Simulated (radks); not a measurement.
Task: Zn+, configuration [Ar] 3d10 4s0.75 5s0.25 (fractional occupations, a model configuration). Calculated with a radial shooting solver on a logarithmic mesh with Libxc functionals: scalar-relativistic Kohn-Sham, MS2 meta-GGA, spin-polarised, spherical densities, finite nucleus; open shells are filled with parallel spins first; meta-GGA in the generalised Kohn-Sham scheme; Fermi nuclear charge, rms radius 3.9283 fm. Some entries of the table are withheld. Estimate them.

| orbital | occ. | eigenvalue (eV) | <r^2> (bohr^2) |
|---|---|---|---|
| 1s up | 1 | -9554.855 | 0.003400 |
| 1s down | 1 | -9554.821 | 0.003400 |
| 2s up | 1 | -1177.386 | 0.06002 |
| 2s down | 1 | -1177.384 | 0.06002 |
| 2p up | 3 | -1018.385 | 0.04817 |
| 2p down | 3 | -1018.376 | 0.04817 |
| 3s down | 1 | -143.8876 | 0.5325 |
| 3s up | 1 | -143.8440 | 0.5327 |
| 3p down | 3 | -96.2380 | 0.5988 |
| 3p up | 3 | -96.2211 | 0.6003 |
| 3d up | 5 | -21.2230 | 1.082 |
| 3d down | 5 | -21.0432 | 1.044 |
| 4s up | 0.75 | -15.4309 | 6.356 |
| 4s down | 0 | -14.1657 | 6.367 |
| 4p up | 0 | -8.8772 | (1) |
| 4p down | 0 | -7.6547 | (2) |
| 5s up | 0.25 | -4.5450 | (3) |
| 4d up | 0 | -3.0767 | 47.04 |

Result: 
(1) 4p up <r^2> (bohr^2): 10.89
(2) 4p down <r^2> (bohr^2): 10.94
(3) 5s up <r^2> (bohr^2): 45.85
